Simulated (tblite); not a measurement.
C$_{3}$H$_{7}$O$_{2}$ (SMILES C[C](O)CO), doublet, geometry from GFN2-xTB; tblite with IPEA1-xTB.

Here is a job for tblite.
```
$ tblite run mol.xyz --method ipea1 --charge 0 --spin 1 --json tblite.json --no-restart

# file mol.xyz
12

C      1.38289072    -0.82437573     0.53679913
C      0.50950365     0.09301209    -0.23765718
O      0.84386230     1.43063186    -0.17475057
C     -0.85836591    -0.30056562    -0.65335888
O     -1.77431808    -0.43610899     0.44043898
H      0.85160641    -1.25365403     1.39124192
H      1.71658133    -1.65698409    -0.08560365
H      2.25033180    -0.27778887     0.89490509
H      0.23410632     1.94603789    -0.71552314
H     -0.85088573    -1.28963408    -1.11844561
H     -1.26579534     0.42763259    -1.37435551
H     -1.69646917     0.33978311     1.00757527
```

What the program printed (banner, timings and long lists left out):

```
xTB calculator
 | screened Coulomb repulsion
 | Coulomb electrostatics
 |  * isotropic Klopman-Ohno-Mataga-Nishimoto electrostatics
 |  * onsite third-order electrostatics
 | DFT-D3(BJ) dispersion correction

halogen bonding energy    0.0000000000000E+00 Eh
repulsion energy          2.3285862346731E-01 Eh
dispersion energy        -3.3944297427477E-03 Eh
number of electrons       3.1000000000000E+01 e
integral cutoff           4.0000000000000E+01 bohr

------------------------------------------------------------
  cycle        total energy    energy error   density error
------------------------------------------------------------
      1     -20.34290669369  -2.0572371E+01   4.7830889E-01
      2     -20.50878931730  -1.6588262E-01   2.9383165E-01
      3     -20.38741506579   1.2137425E-01   1.7257683E-01
      4     -20.55483145695  -1.6741639E-01   5.6564905E-02
      5     -20.57413249596  -1.9301039E-02   1.5068160E-02
      6     -20.57476571935  -6.3322339E-04   6.5704618E-03
      7     -20.57480411483  -3.8395480E-05   3.4323302E-03
      8     -20.57481712566  -1.3010830E-05   4.0211058E-04
      9     -20.57481748313  -3.5747651E-07   1.3676841E-04
     10     -20.57481753051  -4.7378887E-08   5.1977836E-05
     11     -20.57481754057  -1.0053807E-08   1.1508839E-05
------------------------------------------------------------

electronic energy        -2.0804281734291E+01 Eh
total energy             -2.0574817540566E+01 Eh

Post processing:
 | Mayer-Wiberg bond orders

[Info] JSON dump of results written to 'tblite.json'
```
